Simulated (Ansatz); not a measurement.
`[NH2][Ga]([NH2])[GaH2]`. Total charge 0; spin multiplicity 1.

```
atom   x (Å)   y (Å)   z (Å)
  N1  -1.223  -1.241   0.836
 Ga2  -0.179   0.018   0.022
  N3  -1.111   1.483  -0.548
 Ga4   2.244  -0.232  -0.277
  H5  -2.199  -1.110   1.043
  H6  -0.854  -2.051   1.304
  H7  -0.711   2.213  -1.111
  H8  -2.114   1.556  -0.510
  H9   3.281   0.289   0.791
 H10   2.866  -0.926  -1.551
```

Task: List the harmonic frequencies (cm⁻¹, unscaled) at PBE0-D4/def2-TZVP in Ansatz. (Best estimate.)

Result: Ansatz gave: 49i, 87, 109, 111, 172, 183, 241, 290, 367, 401, 536, 666, 673, 698, 745, 779, 1556, 1571, 1933, 1936, 3612, 3613, 3719, 3720.

Task: Is this a minimum?

Result: No: 1 imaginary mode, so it is a saddle point.
